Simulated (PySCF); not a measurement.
# Two-component Hartree-Fock for Au²⁺ (gold, charge +2)

Start: [Xe] 4f14 5d9; 5d3/2 filled at m_j = -1/2, +1/2, +3/2; 5d5/2 filled at m_j = -5/2, -3/2, -1/2, +1/2, +3/2, +5/2. Calculated with PySCF 2.14 in x2c-SVPall-2c: generalised Hartree-Fock with the X2C-1e Hamiltonian and a Gaussian nucleus; one run each with spin-orbit coupling (SO) screened by Boettger's factors, then bare. This is a chosen level, not necessarily the ground level.

```json
{"spinor shell": "1s1/2", "electrons": "2", "ε, screened SO (eV)": "-81162.9", "ε, bare SO (eV)": "-81161.2", "weight of nominal j (bare SO)": "1.000", "rms radius, bare SO (bohr)": "0.0190"}
{"spinor shell": "2s1/2", "electrons": "2", "ε, screened SO (eV)": "-14486.6", "ε, bare SO (eV)": "-14486.1", "weight of nominal j (bare SO)": "1.000", "rms radius, bare SO (bohr)": "0.0769"}
{"spinor shell": "2p1/2", "electrons": "2", "ε, screened SO (eV)": "-13870.0", "ε, bare SO (eV)": "-13912.1", "weight of nominal j (bare SO)": "1.000", "rms radius, bare SO (bohr)": "0.0649"}
{"spinor shell": "2p3/2", "electrons": "4", "ε, screened SO (eV)": "-12028.7", "ε, bare SO (eV)": "-12015.9", "weight of nominal j (bare SO)": "1.000", "rms radius, bare SO (bohr)": "0.0731"}
{"spinor shell": "3s1/2", "electrons": "2", "ε, screened SO (eV)": "-3504.0", "ε, bare SO (eV)": "-3503.9", "weight of nominal j (bare SO)": "1.000", "rms radius, bare SO (bohr)": "0.196"}
{"spinor shell": "3p1/2", "electrons": "2", "ε, screened SO (eV)": "-3227.6", "ε, bare SO (eV)": "-3236.9", "weight of nominal j (bare SO)": "1.000", "rms radius, bare SO (bohr)": "0.187"}
{"spinor shell": "3p3/2", "electrons": "4", "ε, screened SO (eV)": "-2815.0", "ε, bare SO (eV)": "-2812.1", "weight of nominal j (bare SO)": "1.000", "rms radius, bare SO (bohr)": "0.204"}
{"spinor shell": "3d3/2", "electrons": "4", "ε, screened SO (eV)": "-2359.8", "ε, bare SO (eV)": "-2367.6", "weight of nominal j (bare SO)": "1.000", "rms radius, bare SO (bohr)": "0.179"}
{"spinor shell": "3d5/2", "electrons": "6", "ε, screened SO (eV)": "-2272.9", "ε, bare SO (eV)": "-2268.0", "weight of nominal j (bare SO)": "1.000", "rms radius, bare SO (bohr)": "0.183"}
{"spinor shell": "4s1/2", "electrons": "2", "ε, screened SO (eV)": "-814.55", "ε, bare SO (eV)": "-814.55", "weight of nominal j (bare SO)": "1.000", "rms radius, bare SO (bohr)": "0.432"}
{"spinor shell": "4p1/2", "electrons": "2", "ε, screened SO (eV)": "-695.25", "ε, bare SO (eV)": "-697.54", "weight of nominal j (bare SO)": "1.000", "rms radius, bare SO (bohr)": "0.437"}
{"spinor shell": "4p3/2", "electrons": "4", "ε, screened SO (eV)": "-595.26", "ε, bare SO (eV)": "-594.58", "weight of nominal j (bare SO)": "1.000", "rms radius, bare SO (bohr)": "0.471"}
{"spinor shell": "4d3/2", "electrons": "4", "ε, screened SO (eV)": "-399.40", "ε, bare SO (eV)": "-401.07", "weight of nominal j (bare SO)": "1.000", "rms radius, bare SO (bohr)": "0.486"}
{"spinor shell": "4d5/2", "electrons": "6", "ε, screened SO (eV)": "-380.93", "ε, bare SO (eV)": "-379.87", "weight of nominal j (bare SO)": "1.000", "rms radius, bare SO (bohr)": "0.497"}
{"spinor shell": "5s1/2", "electrons": "2", "ε, screened SO (eV)": "-149.56", "ε, bare SO (eV)": "-149.58", "weight of nominal j (bare SO)": "1.000", "rms radius, bare SO (bohr)": "0.998"}
{"spinor shell": "4f5/2", "electrons": "6", "ε, screened SO (eV)": "-127.52", "ε, bare SO (eV)": "-128.73", "weight of nominal j (bare SO)": "1.000", "rms radius, bare SO (bohr)": "0.543"}
{"spinor shell": "4f7/2", "electrons": "8", "ε, screened SO (eV)": "-123.88", "ε, bare SO (eV)": "-123.02", "weight of nominal j (bare SO)": "1.000", "rms radius, bare SO (bohr)": "0.547"}
{"spinor shell": "5p1/2", "electrons": "2", "ε, screened SO (eV)": "-107.10", "ε, bare SO (eV)": "-107.50", "weight of nominal j (bare SO)": "0.999", "rms radius, bare SO (bohr)": "1.13"}
{"spinor shell": "5p3/2", "electrons": "4", "ε, screened SO (eV)": "-91.996", "ε, bare SO (eV)": "-91.892", "weight of nominal j (bare SO)": "0.999", "rms radius, bare SO (bohr)": "1.17"}
{"spinor shell": "5d3/2", "electrons": "3", "ε, screened SO (eV)": "-34.989", "ε, bare SO (eV)": "-35.179", "weight of nominal j (bare SO)": "0.980", "rms radius, bare SO (bohr)": "1.57"}
{"spinor shell": "5d5/2", "electrons": "6", "ε, screened SO (eV)": "-33.079", "ε, bare SO (eV)": "-32.984", "weight of nominal j (bare SO)": "0.991", "rms radius, bare SO (bohr)": "1.63"}
```

```json
{"quantity": "E (hartree)", "screened SO": "-19024.58487", "bare SO": "-19026.32503"}
{"quantity": "M_J", "screened SO": "3/2", "bare SO": "3/2"}
{"quantity": "⟨J²⟩", "screened SO": "3.755", "bare SO": "3.755"}
{"quantity": "⟨L²⟩", "screened SO": "6.154", "bare SO": "6.165"}
{"quantity": "⟨S²⟩", "screened SO": "0.894", "bare SO": "0.905"}
```

Each row is a mean over spinors that exchange with the open shell spreads, by up to 3.910 eV (5p1/2).

Breit and QED terms are absent; they matter most for the inner s and p1/2 levels.

Densities and radii are taken from the X2C orbitals without a picture-change correction, which distorts them close to the nucleus.
